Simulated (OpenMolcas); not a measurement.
## Multiplet structure of Ag⁺

```
Program             : OpenMolcas
Method              : SS-CASPT2, IPEA 0.25 Eh, imaginary shift 0.1 Eh (closed shells correlated: 4s 4p)
Basis               : ANO-RCC-VTZP [7s6p4d2f1g]
Scalar Hamiltonian  : DKH2, point nucleus
Active space        : 10 electrons in 6 orbitals (4d 5s)
State averaging     : 2S+1 = 1 even, 6 roots; 2S+1 = 3 even, 5 roots kept (CI in the orbitals of an earlier block)
Spin-orbit coupling : state interaction with AMFI integrals over the reference wave functions, term energies averaged over their components
```

With spin-orbit coupling, above the lowest level:

```json
{"Configuration": "4d10", "Term": "1S", "J": "0", "E (cm-1)": "0.0", "Measured (cm-1)": "0.0", "Term weight %": "100", "Second": ""}
{"Configuration": "4d9 5s", "Term": "3D", "J": "3", "E (cm-1)": "37260", "Measured (cm-1)": "39168", "Term weight %": "100", "Second": ""}
{"Configuration": "4d9 5s", "Term": "3D", "J": "2", "E (cm-1)": "38680", "Measured (cm-1)": "40745", "Term weight %": "76", "Second": "24 1D"}
{"Configuration": "4d9 5s", "Term": "3D", "J": "1", "E (cm-1)": "41570", "Measured (cm-1)": "43743", "Term weight %": "100", "Second": ""}
{"Configuration": "4d9 5s", "Term": "1D", "J": "2", "E (cm-1)": "43640", "Measured (cm-1)": "46049", "Term weight %": "76", "Second": "24 3D"}
```

Against the 4 measured excited levels shown (NIST Handbook of Basic Atomic Spectroscopic Data) the mean absolute deviation is 2100 cm-1; the largest miss in energy is 4d9 5s 1D2: computed 43640, measured 46049 cm-1 (-5.2 %).

CASPT2 breaks the degeneracy within a term, and the mean is taken; among the terms shown or strongly mixed into the levels shown the widest spread is 10 cm-1 (4d9 5s 1D). Terms from blocks run as CI alone lack orbitals of their own. A single d shell beside an s shell can misplace configurations of different d count against each other. Computed and measured levels are paired by configuration, term and J; levels that our copy of the source lacks, or whose pairing is in doubt (as where it misses far off the trend of its configuration), stay unpaired and out of the deviations. Only configurations of the active space appear. The first state left out of the spin-orbit step lies near 81000 cm-1 above the lowest spin-free state of the reference (among the parities and spins computed), and the list stops at four fifths of that energy or lower.

The term weight is that of the spin-free term in the level, not the purity of its configuration.
